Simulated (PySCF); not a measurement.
## First hyperpolarisability: SMILES CS/C=C/C=C/Cl, C5H7ClS

Geometry (Å), atoms numbered from 1 in this order:
```xyz
14

C    -2.0239   -0.4784   -0.3517
S    -1.7329    1.2175    0.1705
C    -0.0021    1.3230    0.1775
C     0.9145    0.3794   -0.1263
C     2.3375    0.6290   -0.0708
C     3.2660   -0.2936   -0.3678
Cl    4.9581    0.0183   -0.2971
H    -1.6139   -0.6618   -1.3560
H    -3.1137   -0.6098   -0.3809
H    -1.5956   -1.1953    0.3645
H     0.3303    2.3224    0.4805
H     0.5974   -0.6228   -0.4299
H     2.6700    1.6277    0.2312
H     3.0189   -1.3123   -0.6771
```

Theory: quadratic response CAM-B3LYP/aug-cc-pVDZ first hyperpolarisability, Taylor convention, gas phase (PySCF 2.14.0). Geometry: PBE0-D3(BJ)/def2-SVP.

(1) Give β for the processes computed.

(2) Which lowest excitations, dipole and polarisabilities go with it?

Results:

(1) In 10⁻³⁰ esu, Taylor convention; the vector part is βᵢ = ⅓ Σⱼ (βᵢⱼⱼ + βⱼᵢⱼ + βⱼⱼᵢ); β∥ is 3/5 of the vector part along the dipole, the dipole points from − to +:
| process | λ (nm) | β vector norm | β∥ | β HRS | depolarisation ratio |
| --- | --- | --- | --- | --- | --- |
| static β(0;0,0) | ∞ | 2.83 | 1.60 | 1.47 | 2.97 |
| second harmonic β(−2ω;ω,ω) | 1907 | 3.34 | 1.86 | 1.69 | 3.10 |
| Pockels β(−ω;ω,0) | 1907 | 2.99 | 1.68 | – | – |
| second harmonic β(−2ω;ω,ω) | 1064 | 4.94 | 2.67 | 2.39 | 3.42 |
| Pockels β(−ω;ω,0) | 1064 | 3.38 | 1.88 | – | – |

(2) S1 4.79 eV (f = 0.894); S2 4.95 eV (f = 0.000); S3 5.28 eV (f = 0.002); dipole 2.32 D; isotropic α 113.4 au static, 114.2 au at 1907 nm, 115.9 au at 1064 nm, 116.5 au at 953.5 nm, 125.1 au at 532 nm.
